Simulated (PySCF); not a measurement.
Radial density of Ta (tantalum, neutral)

UHF, [Xe] 4f14 5d3 6s1 6p1, one real determinant (an excited configuration). Computed with PySCF 2.14 in aug-cc-pwCVDZ-PP with ECP60MDF (6s6p5d3f, 70 functions), with a scalar-relativistic core potential. This is the valence pseudo-density: the core potential removes the inner electrons and smooths the orbitals near the nucleus.

```json
{"r (bohr)": "0.139", "4πr²ρ (e/bohr)": "3.099e-05", "4πr²(ρα − ρβ)": "0.0000"}
{"r (bohr)": "0.234", "4πr²ρ (e/bohr)": "0.0001872", "4πr²(ρα − ρβ)": "0.0000"}
{"r (bohr)": "0.394", "4πr²ρ (e/bohr)": "0.02934", "4πr²(ρα − ρβ)": "0.0015"}
{"r (bohr)": "0.663", "4πr²ρ (e/bohr)": "2.560", "4πr²(ρα − ρβ)": "0.1099"}
{"r (bohr)": "1.12", "4πr²ρ (e/bohr)": "9.859", "4πr²(ρα − ρβ)": "1.0693"}
{"r (bohr)": "1.88", "4πr²ρ (e/bohr)": "3.755", "4πr²(ρα − ρβ)": "1.7265"}
{"r (bohr)": "3.16", "4πr²ρ (e/bohr)": "1.135", "4πr²(ρα − ρβ)": "1.0991"}
{"r (bohr)": "5.31", "4πr²ρ (e/bohr)": "0.2737", "4πr²(ρα − ρβ)": "0.2737"}
{"r (bohr)": "8.93", "4πr²ρ (e/bohr)": "0.01656", "4πr²(ρα − ρβ)": "0.0166"}
{"r (bohr)": "15.0", "4πr²ρ (e/bohr)": "4.028e-05", "4πr²(ρα − ρβ)": "0.0000"}
```

⟨L²⟩ = 14.01 against 20 for a pure G term, so this real determinant mixes terms. Energies and moments cover only the electrons outside the core potential. Spin-orbit coupling, absent here, splits the open shell strongly.
